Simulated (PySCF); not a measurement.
# Broadened absorption spectrum of C5H6OS2

Compound: C5H6OS2.
Atom-mapped SMILES: `[CH3:1][O:2][c:3]1[cH:4][cH:5][c:6]([SH:7])[s:8]1` (hydrogens: H9, H10, H11 on C1; H12 on C4; H13 on C5; H14 on S7)

Method: PySCF, TDDFT PBE0/def2-SVPD, vertical, gas phase, core orbitals frozen in the response. Isolated species at its GFN2-xTB geometry (one conformer only). Torsions of this conformer, `[CH3:1][O:2][c:3]1[cH:4][cH:5][c:6]([SH:7])[s:8]1`: C1–O2–C3–C4 179°, H–S7–C6–C5 178°.

Broadening: Gaussians 0.25 eV wide at half height, area fixed by f = 4.319×10⁻⁹ ∫ε dν̃. The width is an assumption, not a result. The curve ends short of the highest state used, and states not computed would add to its high-energy end.

E (eV), ε (L mol⁻¹ cm⁻¹) and a bar:
```
     3.50          0 
     3.57          0 
     3.63          2 
     3.70          8 
     3.77         18 
     3.84         28 
     3.90         28 
     3.97         19 
     4.04          8 
     4.11          2 
     4.18          1 
     4.24         11 
     4.31        112 
     4.38        766 #
     4.45       3379 #####
     4.52       9652 ##############
     4.58      16790 ########################
     4.65      21399 ##############################
     4.72      17698 #########################
     4.79       9646 ##############
     4.86       3864 #####
     4.92       1959 ###
     4.99       1501 ##
     5.06       1343 ##
```

Question: Where are the band maxima, and which computed states make them?

Answer: 320 nm (3.87 eV), ε about 29, made up of S1 (100%); 266 nm (4.65 eV), ε about 21000, made up of S2 (100%) (ε in L mol⁻¹ cm⁻¹; maxima over ε = 5, shares over 10%). The states used: S1 3.87 eV (f 0.0003); S2 4.65 eV (f 0.198); S3 4.98 eV (f 0.011); S4 5.15 eV (f 0.0058); S5 5.61 eV (f 0.0004); S6 5.66 eV (f 0.0006).

Question: On this curve, what absorbance would a 10⁻⁵ mol/L sample give at 280 nm over a 1 cm path?

Answer: 280 nm is 4.428 eV, where ε is about 2200 L mol⁻¹ cm⁻¹, so A = ε c l ≈ 0.022 (Beer–Lambert, with the gas-phase spectrum and the assumed width).

Question: Coming from long wavelengths, where does ε first pass 100 L mol⁻¹ cm⁻¹?

Answer: At about 288 nm (4.31 eV), 0.43 eV above S1.

Question: What would ε be at 4.65 eV, the highest of these maxima, with half the width (0.125 eV)?

Answer: About 42700 L mol⁻¹ cm⁻¹ against 21400, a factor of about 1.99; a lone state at its own centre would give exactly 2.
